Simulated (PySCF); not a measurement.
Isomers of C7H13N, from PBE0-D3(BJ)/def2-SVP geometry optimisation, gas phase (PySCF 2.14.0). One conformer each, no zero-point energy, no frequencies.

Question: Which isomer lies lowest at this level?
A. `[H]/[N:8]=[CH:7]\[CH2:6][C:4](=[C:2]([CH3:1])[CH3:3])[CH3:5]` with C2–C4–C6–C7 82°, C4–C6–C7–N8 -126°: A = 2817, B = 1424, C = 1052 MHz, dipole 2.51 D
B. `CC=C=C(C)N(C)C`: A = 3220, B = 1206, C = 975.2 MHz, dipole 0.95 D
C. `[CH2:1]1[CH2:2][CH:3]2[CH2:4][CH2:5][CH2:6][N:7]2[CH2:8]1` with C8–C1–C2–C3 -40°, C1–C2–C3–C4 145°, C2–C3–C4–C5 -93°, C3–C4–C5–C6 -36° (hexahydropyrrolizine): A = 3658, B = 2040, C = 1551 MHz, dipole 0.94 D

Answer: C. That is `C1CC2CCCN2C1` (hexahydropyrrolizine), 25.8 kcal/mol below the next.

```
             SMILES                                                 mapped SMILES      E (Eh)  relative (kcal/mol)  relative (kJ/mol)  dipole (D)
       C1CC2CCCN2C1     [CH2:1]1[CH2:2][CH:3]2[CH2:4][CH2:5][CH2:6][N:7]2[CH2:8]1  -328.70861                  0.0                0.0        0.94
[H]/N=C\CC(C)=C(C)C  [H]/[N:8]=[CH:7]\[CH2:6][C:4](=[C:2]([CH3:1])[CH3:3])[CH3:5]  -328.66743                 25.8              108.1        2.51
     CC=C=C(C)N(C)C       [CH3:1][CH:2]=[C:3]=[C:4]([CH3:5])[N:6]([CH3:7])[CH3:8]  -328.63406                 46.8              195.7        0.95
```

As drawn, the highest has cumulated double bonds and a C=C bond outside aromatic rings, which the lowest lacks.
